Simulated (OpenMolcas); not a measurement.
A run on Ir4+ with 6 ligands (fluoride) in octahedral coordination (Oh) at 1.98 Å. A charge of +0.333 e stands 3.2 Å behind each ligand. Ligand basis ANO-RCC-VDZP.

```json
{"Program": "OpenMolcas 26.06", "Method": "CASSCF", "Basis": "ANO-RCC-VDZP [7s6p4d2f]", "Scalar Hamiltonian": "DKH2, point nucleus", "Active space": "5 electrons in 5 orbitals (5d)", "State averaging": "2S+1 = 6 even, 1 root; 2S+1 = 4 even, 24 roots; 2S+1 = 2 even, 75 roots", "Spin-orbit coupling": "state interaction with AMFI integrals over the reference wave functions"}
```

143 basis functions. Blocks (2S+1, parity, CSFs, roots kept): 6, even, 1, 1; 4, even, 24, 24; 2, even, 75, 75.

How long do the RASSCF and RASSI steps take on 1 thread of Arm Neoverse V1, on a shared host?

About 52 s of wall time, without the integral step.
